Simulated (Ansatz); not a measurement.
`[CH3][Mg][Br]` + `[SiH3]N[SiH2]Cl` → `CN([SiH3])[SiH2]Cl` + `[MgH][Br]` at 700 K and 1 bar (substitution at a C–Mg bond).

Program: Ansatz. Geometries: PBE0-D4/def2-TZVP. ΔE: electronic, gas phase. CBS: MP2 limit from def2 TZ/QZ plus the TZ coupled-cluster correction, frozen cores. For Br, Mg outer-core shells are correlated without core-valence functions, which leaves a few kJ/mol of doubt a bond. Scalar relativity is left out up to krypton. One conformer a species, not always the lowest.

```json
{"species": "`[CH3][Mg][Br]`", "CCSD(T)/CBS energy (Eh)": "-2813.14753", "H − E (kJ/mol)": "143.6", "S (J/(mol·K))": "372.5"}
{"species": "`[SiH3]N[SiH2]Cl`", "CCSD(T)/CBS energy (Eh)": "-1096.34659", "H − E (kJ/mol)": "237.1", "S (J/(mol·K))": "470.7"}
{"species": "`CN([SiH3])[SiH2]Cl`", "CCSD(T)/CBS energy (Eh)": "-1135.59245", "H − E (kJ/mol)": "327.7", "S (J/(mol·K))": "527.0"}
{"species": "`[MgH][Br]`", "CCSD(T)/CBS energy (Eh)": "-2773.87245", "H − E (kJ/mol)": "49.2", "S (J/(mol·K))": "296.6"}
```

H − E and S are ideal-gas, rigid-rotor, harmonic terms from PBE0-D4/def2-TZVP, for one conformer and one mirror image of each species. 1 Eh = 2625.50 kJ/mol, R = 8.31446 J/(mol·K).

Question: By hand: ΔE, ΔH, ΔS and ΔG.

Answer: ΔE = (-1135.59245) + (-2773.87245) − (-2813.14753) − (-1096.34659) = 0.02922 Eh = 76.7 kJ/mol. Δ(H − E) = 327.7 + 49.2 − 143.6 − 237.1 = -3.8, so ΔH = 72.9 kJ/mol. ΔS = 527.0 + 296.6 − 372.5 − 470.7 = -19.6 J/(mol·K). ΔG = 72.9 − 700 × (-19.6)/1000 = 86.6 kJ/mol.

Question: By hand: the equilibrium constant, and the temperature at which ΔG would vanish if ΔH and ΔS stayed fixed.

Answer: log₁₀ K = −ΔG/(RT ln 10) = -6.5. ΔH and −TΔS have one sign here, so there is no such temperature.

ΔH outweighs TΔS. A doubt of 5 kJ/mol in ΔE shifts log₁₀ K by 0.4 here. Other conformers and mirror images would add mixing entropy, several J/(mol·K) or more a flexible species. Modes under 60 cm⁻¹, often nearly free rotors, make the harmonic entropy too high. These are equilibria of isolated gas molecules and say nothing of rates. Largest T1 diagnostic: 0.010 (customary marks: 0.02 for closed shells, 0.045 for open ones).
